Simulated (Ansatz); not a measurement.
Cost and result for the atomization energy of C2H6SeTe (`CC([SeH])[TeH]`) (10 atoms, 9 bonds).

Z-matrix (Å, degrees):
```
C
C 1 1.511
H 1 1.091 2 111.1
H 1 1.093 2 110.7 3 120.6
H 1 1.095 2 110.3 3 -119.5
Se 2 1.956 1 113.5 3 58.9
Te 2 2.155 1 113.2 3 -63.5
H 2 1.091 1 111.5 3 -179.1
H 6 1.477 2 95.5 1 51.3
H 7 1.658 2 92.5 1 55.6
```

Charge 0, multiplicity 1. Correlated methods include outer-core shells of Se, Te, which these sets cover unevenly. Scalar relativity is left out up to krypton. Te: def2 effective core potential. All single points use the PBE0-D4/def2-TZVP geometry. It is one conformer, not always the lowest. Program: Ansatz. All runs use 4 threads of a server CPU on a shared host. Times are those of one run each, without the atoms' runs, and a repeat can differ threefold. Electronic energies, without spin–orbit coupling; frozen cores. CCSD(T)/CBS adds CCSD(T) − MP2 in def2-TZVPP to the MP2 limit, and its time is that of the two runs behind it. T1 = 0.010. With those shells the extrapolation isn't a true limit. B3LYP takes the VWN-RPA correlation (the form of Gaussian; ORCA's B3LYP/G). HSE06 is the plane-wave form, built on full-range PBE exchange.

CCSD(T)/CBS is a level of theory with its own doubt, some kJ/mol a heavy atom from the limit and from the frozen cores, so smaller differences don't rank the functionals.

```json
{"level": "LDA (SPW92)/def2-TZVPP", "functions": "244", "wall time": "2 s"}
{"level": "revPBE-D4/def2-TZVPP", "functions": "244", "wall time": "3.2 s"}
{"level": "HSE06-D4/def2-TZVPP", "functions": "244", "wall time": "6.5 s"}
{"level": "r2SCANh-D4/def2-TZVPP", "functions": "244", "wall time": "8.5 s"}
{"level": "r2SCAN-D4/def2-TZVPP (with forces)", "functions": "244", "wall time": "9 s"}
{"level": "B3LYP-D4/def2-TZVPP (with forces)", "functions": "244", "wall time": "11 s"}
{"level": "B2PLYP/def2-TZVPP", "functions": "244", "wall time": "11 s"}
{"level": "B97M-V/def2-TZVPP", "functions": "244", "wall time": "14 s"}
{"level": "CCSD(T)/def2-SVP", "functions": "116", "wall time": "15 s"}
{"level": "ωB97M-V/def2-TZVPP (with forces)", "functions": "244", "wall time": "18 s"}
{"level": "MP2/def2-QZVPP", "functions": "465", "wall time": "32 s"}
{"level": "CCSD(T)/def2-TZVPP", "functions": "244", "wall time": "5.9 min"}
{"level": "CCSD(T)/CBS(def2)", "functions": "–", "wall time": "6.4 min"}
```

**Question.** What atomization energy does each give, and how far from CCSD(T)/CBS? (Estimate.)

**Answer.** Computed: 
```
                             level  atomization (kJ/mol)  difference from CCSD(T)/CBS  per bond
            LDA (SPW92)/def2-TZVPP                3731.0                        473.1      52.6
              revPBE-D4/def2-TZVPP                3224.2                        -33.7      -3.7
               HSE06-D4/def2-TZVPP                3244.7                        -13.2      -1.5
             r2SCANh-D4/def2-TZVPP                3216.0                        -41.9      -4.7
r2SCAN-D4/def2-TZVPP (with forces)                3234.3                        -23.6      -2.6
 B3LYP-D4/def2-TZVPP (with forces)                3230.4                        -27.5      -3.1
                 B2PLYP/def2-TZVPP                3185.8                        -72.1      -8.0
                 B97M-V/def2-TZVPP                3233.8                        -24.1      -2.7
                  CCSD(T)/def2-SVP                3039.5                       -218.4     -24.3
  ωB97M-V/def2-TZVPP (with forces)                3219.7                        -38.2      -4.2
                    MP2/def2-QZVPP                3243.7                        -14.2      -1.6
                CCSD(T)/def2-TZVPP                3162.8                        -95.1     -10.6
                 CCSD(T)/CBS(def2)                3257.9                          0.0       0.0
```

At CCSD(T), def2-SVP lies −218.4 kJ/mol from the extrapolated value and def2-TZVPP −95.1 kJ/mol: correlation converges slowly with the basis, and small sets miss more of it in the bonded molecule than in its fragments. The D4 term adds +44.8 kJ/mol with B3LYP and +23.2 kJ/mol with PBE0; it sums over pairs of atoms, weighted by their polarisabilities, and B3LYP, whose exchange is more repulsive, gets the larger term. From PBE to PBE0 (25 % exact exchange), in def2-TZVPP and without D4, the atomization energy moves by −51.2 kJ/mol: exact exchange takes away binding that semilocal exchange gives to molecules.

Spin–orbit coupling would lower the free Te atoms strongly, and the atomization energy with them, by more than many differences here. For some Ge, Se and Sn compounds the MP2-based and the directly extrapolated limit differ by 10 to 25 kJ/mol.
